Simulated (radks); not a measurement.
Neutral chromium inside a hard spherical wall (all orbitals vanish at R), configuration held at [Ar] 3d5 4s1 and not refilled when levels cross. Calculated with a radial shooting solver on a logarithmic mesh with Libxc functionals: scalar-relativistic Kohn-Sham, LDA (Slater exchange, VWN5 correlation), spin-polarised, spherical densities, point nucleus; open shells are filled with parallel spins first. Eigenvalues in eV for spin up, with the zero of energy where the potential of the charges vanishes at infinity; a dash marks a level that is unbound or too diffuse for the functional's potential to be trusted. A positive occupied level is held by the wall or, in an anion where self-interaction has pushed it up, behind a barrier. The pressure on the wall is -dE/dV.

R (bohr)  E (hartree)  kinetic (hartree)    e(3s)    e(3p)   e(4s)   e(3d)  e(4p, empty)  e(5s, empty)  pressure (GPa)
free      -1048.67813           1058.770  -74.349  -46.135  -4.637  -3.890        -1.296        -0.023               0
15        -1048.67813           1058.770  -74.349  -46.135  -4.636  -3.889        -1.291         0.395        < 0.0001
6         -1048.64724           1058.942  -73.192  -44.991  -3.446  -2.827         1.010        12.250            2.22
5         -1048.58331           1059.215  -71.761  -43.587  -1.644  -1.508         3.699        22.226            10.2
3.5       -1048.08485           1060.942  -65.555  -37.565   9.243   4.591        17.829        66.363             152
3         -1047.47765           1062.924  -60.811  -32.939  20.629   9.739        31.429        104.06             466
1.5       -1025.18314           1129.521   14.675   46.666  280.00  98.021        295.41        703.06           65400
